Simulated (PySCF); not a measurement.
C2H3AlBrF.

```xyz
8

Al     0.6740     0.6114     0.0000
F      2.3365     0.5936     0.0000
Br    -0.3879    -1.3770     0.0000
C     -0.3202     2.2578     0.0000
C     -1.6647     2.2655     0.0000
H      0.1946     3.2282     0.0000
H     -2.2467     3.1958     0.0000
H     -2.2514     1.3390     0.0000
```

Geometry optimised at B3LYP-D3(BJ)/def2-SVP. The structure was generated by enumeration; whether it is a known compound was not checked. Other conformers were not sampled.

All values below come from KT2/pcSseg-1 (PySCF). Non-relativistic, no solvent.

Give the absolute GIAO shielding of each atom: isotropic value and principal components (ppm). (The exact figures need the calculation; the answer reports its results.)


```json
[
 {"atom": "Al1", "σ(iso)": "418.1", "σ11": "361.1", "σ22": "411.2", "σ33": "482.0", "span": "120.9"},
 {"atom": "F2", "σ(iso)": "283.3", "σ11": "185.4", "σ22": "287.5", "σ33": "377.0", "span": "191.6"},
 {"atom": "Br3", "σ(iso)": "2700.8", "σ11": "2389.4", "σ22": "2696.9", "σ33": "3016.0", "span": "626.6"},
 {"atom": "C4", "σ(iso)": "54.7", "σ11": "-37.7", "σ22": "35.0", "σ33": "167.0", "span": "204.7"},
 {"atom": "C5", "σ(iso)": "33.1", "σ11": "-89.4", "σ22": "28.8", "σ33": "159.8", "span": "249.2"},
 {"atom": "H6", "σ(iso)": "25.3", "σ11": "24.5", "σ22": "24.6", "σ33": "26.7", "span": "2.1"},
 {"atom": "H7", "σ(iso)": "24.3", "σ11": "21.7", "σ22": "23.8", "σ33": "27.3", "span": "5.6"},
 {"atom": "H8", "σ(iso)": "24.6", "σ11": "21.7", "σ22": "22.9", "σ33": "29.3", "span": "7.6"}
]
```
